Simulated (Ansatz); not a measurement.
Reaction (cleavage of the B–B bond): `CBB(C)F` + `[SiH3]N[SiH3]` → `CBN([SiH3])[SiH3]` + `CBF`

Gas-phase electronic energies from Ansatz, PBE0-D4/def2-TZVP geometries. CCSD(T)/CBS is the MP2 limit (def2-TZVPP, def2-QZVPP) plus CCSD(T) − MP2 in def2-TZVPP, frozen cores. This one scheme is used for every species. Functionals use def2-TZVPP. Each species was taken in one conformer, which may not be the lowest.

Is it downhill or uphill in electronic energy at CCSD(T)/CBS, and by how much? (Estimate.)

Computed: Downhill: ΔE = -148.5 kJ/mol.

What do these levels give: B2PLYP, r2SCAN, HF/def2-TZVPP, CCSD(T)/def2-TZVPP, MP2/CBS(def2), CCSD/CBS(def2)? (An estimate is asked.)

Ansatz gave: B2PLYP -145.5, r2SCAN -143.1, HF/def2-TZVPP -137.9, CCSD(T)/def2-TZVPP -150.4, MP2/CBS(def2) -155.3, CCSD/CBS(def2) -145.0 kJ/mol.

Largest T1 diagnostic among the species: 0.012.

The D4 term adds −8.8 kJ/mol with B3LYP and −4.8 kJ/mol with PBE0; it sums over pairs of atoms, weighted by their polarisabilities, and B3LYP, whose exchange is more repulsive, gets the larger term. In def2-TZVPP, CCSD(T) changes the Hartree–Fock value by −12.5 kJ/mol (the triples alone add −3.5 kJ/mol) and MP2 by −19.4 kJ/mol.

B3LYP here is the variant with VWN-RPA as its local correlation; programs differ in this.
